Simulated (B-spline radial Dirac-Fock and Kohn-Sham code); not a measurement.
These are calculated numbers from a radial finite-basis atomic code; the model is relaxed Dirac-Fock hole states (ΔSCF) with Breit and QED corrections and a finite nucleus. The model has no electron correlation.

Q: An atom or ion in its tabulated ground configuration has these computed binding energies (the last is its least bound level). Which is it?

```csv
level,binding energy (eV)
L1,5051.6
L3,4480.1
M3,1101.2
M4,870.7
M5,861.1
N3,391.8
"N4,5",316.5
```

A: Sb¹⁴⁺: Z = 51 with 37 electrons, [Kr] 4d1.

Q: Identify the element and charge state from the binding energies below (tabulated ground configuration; the least bound level is included).

| level | binding energy (eV) |
| --- | --- |
| 1s | 69546.5 |
| 2s | 16409.7 |
| 2p | 15279.1 |

A: Lu⁶³⁺: Z = 71 with 8 electrons, [He] 2s2 2p4. The hydrogen-like estimate √(E/Ry) = 71.5 for the K level lies 0.5 above Z (screening lowers it, relativity raises it); the outermost level, at 15279.1 eV, fixes the charge.

Q: An atom or ion in its tabulated ground configuration has these computed binding energies (the last is its least bound level). Which is it?

```csv
level,binding energy (eV)
1s,1334.0
2s,119.6
2p1/2,78.79
2p3/2,78.52
```

A: Mg²⁺: Z = 12 with 10 electrons, [He] 2s2 2p6. The hydrogen-like estimate √(E/Ry) = 9.9 for the K level lies 2.1 below Z; the outermost level, at 78.52 eV, fixes the charge.
